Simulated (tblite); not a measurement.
Parent: `[CH3:1][C:2](=[O:3])[Si@@H:4]1[CH:5]=[CH:6][CH2:7][SiH2:8]1` with C1–C2–Si4–C5 39°, C5H10OSi2.

Structures optimised with GFN2-xTB, isolated species. One conformer each, not checked by frequencies here.

| coordinate of the parent | value |
| --- | --- |
| C1–C2 | 1.506 Å |
| C2=O3 | 1.210 Å |
| C2–Si4 | 1.924 Å |
| Si4–C5 | 1.889 Å |
| C5=C6 | 1.329 Å |
| C6–C7 | 1.496 Å |
| C7–Si8 | 1.920 Å |
| Si4–Si8 | 2.313 Å |
| C1–C2–O3 | 122.4° |
| C1–C2–Si4 | 117.4° |
| O3–C2–Si4 | 120.2° |
| C2–Si4–C5 | 110.1° |
| C2–Si4–Si8 | 115.6° |
| C5–Si4–Si8 | 91.8° |
| Si4–C5–C6 | 118.5° |
| C5–C6–C7 | 124.1° |
| C6–C7–Si8 | 111.7° |
| Si4–Si8–C7 | 93.6° |

Q: How does the shared frame change in `[CH3:1][CH2:2][C:3](=[O:4])[Si@@H:5]1[CH:6]=[CH:7][CH2:8][SiH2:9]1` with C1–C2–C3–O4 -6°, C2–C3–Si5–C6 36°, C6H12OSi2? Atoms pair as C1 = C2, C2 = C3, O3 = O4, Si4 = Si5, C5 = C6, C6 = C7, C7 = C8, Si8 = Si9 (parent first).

A: 
```csv
parent,relative,value in the relative,change
C1–C2,C2–C3,1.511 Å,+0.005
C2=O3,C3=O4,1.210 Å,0.000
C2–Si4,C3–Si5,1.923 Å,-0.001
Si4–C5,Si5–C6,1.889 Å,0.000
C5=C6,C6=C7,1.329 Å,0.000
C6–C7,C7–C8,1.496 Å,0.000
C7–Si8,C8–Si9,1.920 Å,0.000
Si4–Si8,Si5–Si9,2.313 Å,0.000
C1–C2–O3,C2–C3–O4,122.8°,+0.4
C1–C2–Si4,C2–C3–Si5,116.9°,-0.5
O3–C2–Si4,O4–C3–Si5,120.2°,0.0
C2–Si4–C5,C3–Si5–C6,110.3°,+0.2
C2–Si4–Si8,C3–Si5–Si9,115.1°,-0.5
C5–Si4–Si8,C6–Si5–Si9,91.8°,0.0
Si4–C5–C6,Si5–C6–C7,118.4°,-0.1
C5–C6–C7,C6–C7–C8,124.1°,0.0
C6–C7–Si8,C7–C8–Si9,111.7°,0.0
Si4–Si8–C7,Si5–Si9–C8,93.6°,0.0
```

Of the parent's bonds, C1–C2 changes most (+0.005 Å). Bonds of the relative outside the shared frame: C1–C2 1.522 Å. Point group C1 → C1.

The numbers are calculated, not measured.
